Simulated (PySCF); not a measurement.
H3NSn, neutral, multiplicity 1. Atoms are numbered in the order given.

```xyz
5

Sn     0.0363    -0.3219     0.0000
H     -1.7510    -0.3949     0.0000
N     -0.0060     1.7062     0.0000
H     -0.8437     2.2684     0.0000
H      0.8238     2.2802     0.0000
```

Geometry: B3LYP-D3(BJ)/def2-TZVP. The def2 effective core potentials stand for the cores of Sn; spin–orbit coupling is left out.

Method: CAM-B3LYP/def2-TZVPD (PySCF).

Symmetry labels are those of the subgroup Cs that the program uses (full group Cs).

Question: List the valence orbital energies around the gap with their symmetry. (An estimate is asked for; the answer gives what the named calculation found.)

Answer: 
```json
[
 {"orbital": "HOMO−7", "symmetry": "A'", "energy (eV)": "-29.28"},
 {"orbital": "HOMO−6", "symmetry": "A'", "energy (eV)": "-29.09"},
 {"orbital": "HOMO−5", "symmetry": "A'", "energy (eV)": "-24.45"},
 {"orbital": "HOMO−4", "symmetry": "A'", "energy (eV)": "-14.97"},
 {"orbital": "HOMO−3", "symmetry": "A'", "energy (eV)": "-14.78"},
 {"orbital": "HOMO−2", "symmetry": "A'", "energy (eV)": "-10.59"},
 {"orbital": "HOMO−1", "symmetry": "A\"", "energy (eV)": "-8.85"},
 {"orbital": "HOMO", "symmetry": "A'", "energy (eV)": "-7.82"},
 {"orbital": "LUMO", "symmetry": "A\"", "energy (eV)": "-1.13"},
 {"orbital": "LUMO+1", "symmetry": "A'", "energy (eV)": "0.41"},
 {"orbital": "LUMO+2", "symmetry": "A'", "energy (eV)": "1.01"},
 {"orbital": "LUMO+3", "symmetry": "A'", "energy (eV)": "1.74"}
]
```
